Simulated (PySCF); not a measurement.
# How methods differ on the ionisation energy of Fe⁺

Fe⁺ [Ar] 3d6 4s1 [3d3/2^4 3d5/2^2 4s1/2^1, M_J = 9/2] → Fe²⁺ [Ar] 3d6 [3d3/2^4 3d5/2^2, M_J = 4], as a difference of total energies. Computed with PySCF 2.14 in x2c-QZVPPall-2c (11s9p5d4f2g, 109 functions), with the two-component X2C-1e Hamiltonian. Correlated levels: [Ne] frozen; the 8 highest virtual spinors dropped. "Screened" scales the spin-orbit matrix elements by Boettger's factors to mimic the two-electron term; Breit and QED terms are absent.

```
                    method  ionisation energy (eV)  error (eV)
           GHF (spin-free)                  15.295      -0.904
          GMP2 (spin-free)                  16.199       0.000
 GHF (screened spin-orbit)                  15.294      -0.905
GMP2 (screened spin-orbit)                  16.199       0.000
```

Reference: 16.199 eV (measured; NIST Atomic Spectra Database, ionization energies).

Errors of the correlated levels include the incompleteness of this basis and the frozen core.

The labels give the starting determinants; with spin-orbit coupling the two ends relaxed to ⟨J²⟩ = 24.76, ⟨L²⟩ = 6.01, ⟨S²⟩ = 8.75 and ⟨J²⟩ = 20.01, ⟨L²⟩ = 6.01, ⟨S²⟩ = 6.00.
